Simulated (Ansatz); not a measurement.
ReO2⁺. Charge 1, multiplicity 1. Geometry PBE0-D4/def2-TZVP.

Cartesian coordinates in Å:
```
Re -0.0390 0.2073 -1.0880
O 0.4160 0.4743 0.6399
O -0.3770 -0.6816 0.4481
```

In the def2 sets Re takes a core potential; there is no spin–orbit coupling. The structure holds one bond between oxygen atoms, so isomers without such links may lie far lower. At PBE-D4/def2-TZVP an occupied level lies above an empty one. Another isomer (triplet) lies 5.46 eV lower at PBE0-D4/def2-TZVP; other spin states weren't run for this one.

Task: Estimate the orbital energies around the gap (eV) in Ansatz with PBE-D4/def2-TZVP, r2SCAN-D4/def2-TZVP, r2SCANh-D4/def2-TZVP, PBE0-D4/def2-TZVP, BHLYP-D4/def2-TZVP.

Result: 
| orbital | PBE-D4/def2-TZVP | r2SCAN-D4/def2-TZVP | r2SCANh-D4/def2-TZVP | PBE0-D4/def2-TZVP | BHLYP-D4/def2-TZVP |
| --- | --- | --- | --- | --- | --- |
| HOMO−9 | -53.68 | -55.18 | -56.31 | -57.01 | -60.38 |
| HOMO−8 | -36.70 | -37.87 | -38.83 | -39.48 | -41.94 |
| HOMO−7 | -28.87 | -29.89 | -30.76 | -31.36 | -33.62 |
| HOMO−6 | -19.86 | -20.10 | -20.63 | -21.25 | -22.58 |
| HOMO−5 | -19.63 | -19.88 | -20.41 | -21.01 | -22.05 |
| HOMO−4 | -19.33 | -19.56 | -20.11 | -20.75 | -22.01 |
| HOMO−3 | -16.80 | -16.97 | -17.47 | -18.07 | -19.19 |
| HOMO−2 | -14.77 | -14.85 | -15.29 | -15.85 | -16.89 |
| HOMO−1 | -12.55 | -12.86 | -13.42 | -14.06 | -15.69 |
| HOMO | -12.04 | -12.29 | -12.83 | -13.46 | -14.80 |
| LUMO | -12.23 | -11.99 | -11.53 | -10.97 | -9.65 |
| LUMO+1 | -11.69 | -11.58 | -11.17 | -10.60 | -9.36 |
| LUMO+2 | -10.20 | -9.78 | -9.51 | -9.35 | -8.77 |
| LUMO+3 | -9.85 | -9.53 | -9.12 | -8.70 | -7.73 |
| LUMO+4 | -8.27 | -7.72 | -7.02 | -6.31 | -4.75 |
| LUMO+5 | -6.06 | -5.68 | -5.45 | -5.36 | -4.40 |
